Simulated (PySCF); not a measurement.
## Gas-phase XPS of `C[CH2][GeH2][S][GeH3]`, computed

Species: C₂H₁₀Ge₂S.
Z-matrix (Å and degrees, PBE0-D3(BJ)/def2-SVP geometry), rows numbered from 1:
```
C 
C   1  1.5219
Ge  2  1.9576  1  113.12
S   3  2.2406  2  109.60  1    52.97
Ge  4  2.2258  3   99.46  2    62.89
H   1  1.1013  2  111.54  3  -177.41
H   1  1.1015  2  111.56  3    62.41
H   1  1.1012  2  111.12  3   -57.02
H   2  1.1033  1  111.57  3  -120.92
H   2  1.1028  1  111.10  3   120.78
H   3  1.5427  2  111.46  1   173.99
H   3  1.5401  2  111.66  1   -61.81
H   5  1.5358  4  106.08  3   164.48
H   5  1.5409  4  110.75  3   -76.12
H   5  1.5407  4  109.81  3    44.71
```

Computed, not measured: delta-SCF UKS SCAN, pcX-2 on the ionised atom, pcseg-1 elsewhere, spin-free X2C (PySCF). Binding energies are ΔSCF values: E(core-ionised, relaxed orbitals) − E(ground state) at a fixed geometry, referred to the vacuum level.

**Question.** Give the core binding energies atom by atom.

**Answer.** 
| atom(s) | bonded to | level | binding energy (eV) | above the level's lowest (eV) | count |
| --- | --- | --- | --- | --- | --- |
| S4 | 2 Ge | S 1s | 2476.02 | 0.00 | 1 |
| C1 | C and 3 H | C 1s | 290.67 | +0.32 | 1 |
| C2 | C, 2 H and Ge | C 1s | 290.35 | 0.00 | 1 |

Lowest listed C 1s: C2, bonded to C, 2 H and Ge. Highest, 0.32 eV above it: C1, bonded to C and 3 H.

**Question.** Give the binding energy of S 1s of S4 in hartree and in kJ/mol.

**Answer.** 2476.02 eV = 90.9921 Eh = 238900 kJ/mol.

**Question.** What is the longest wavelength that can ionise S 1s of S4 vertically?

**Answer.** λ = hc/E = 12398.42 eV Å / 2476.02 eV = 5.007 Å.

Not every level is listed. No level of germanium is listed. The structure is a single PBE0-D3(BJ)/def2-SVP conformer in the gas phase; no vibrational or solvent corrections.
